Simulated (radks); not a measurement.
Numerical settings for the phosphorus ion P+, [Ne] 3s2 3p2. Method: scalar-relativistic Kohn-Sham, r2SCAN, spin-polarised, spherical densities, finite nucleus; open shells are filled with parallel spins first; meta-GGA in the generalised Kohn-Sham scheme; Fermi nuclear charge, rms radius 3.1889 fm; computed with a radial shooting solver on a logarithmic mesh with Libxc functionals. The defaults (mesh step 0.008 in ln r, mesh end at 40 bohr or more with all orbitals vanishing there, Anderson mixing 0.5 over 9 steps, residual threshold near 1e-9 with the energy settled to 1e-9 hartree or 1e-11 of itself, here a cap of 99 iterations) give E = -341.708 hartree and 3p at -15.320 eV in 17 iterations. Run on one thread of a shared host, so times are rough (Intel(R) Xeon(R) 6975P-C): 0.1 s of CPU time, 0.1 s wall, 17 iterations on 2189 mesh points. Changes against that run (0 stands for a change within the tolerance of the run):

setting                    iterations         converged  E (mhartree)  e(3p) (meV)  CPU (s)
mesh step in ln r 0.003            44               yes             0            0     0.59
mesh step in ln r 0.2              99                no     -1.95e+06            -     0.19
mesh step in ln r 0.03             11               yes      -0.00139      +0.0144     0.02
mesh end (bohr) 2                  16  level above zero      +5.2e+03    +5.22e+04     0.08
mesh end (bohr) 20                 17               yes             0            0      0.1
residual threshold 0.001           10               yes             0       +0.176     0.07
residual threshold 1e-13           99                no             0            0     0.37
mixing 0.2                         14               yes             0            0     0.09
linear mixing, mixing 0.5          97                no      diverged            -     0.68
linear mixing, mixing 0.2          66               yes             0            0     0.35
mixing history 3                   22               yes             0            0     0.14
iteration cap 5                     5                no       +0.0122        +33.7     0.04

Settled on a wrong energy, with an occupied level pushed above zero by the early mesh end: mesh end (bohr) 2 (+5.2 hartree). Apart from these: no run marked as converged misses the energy by more than 1 mhartree. A mesh that ends early acts as a hard wall.
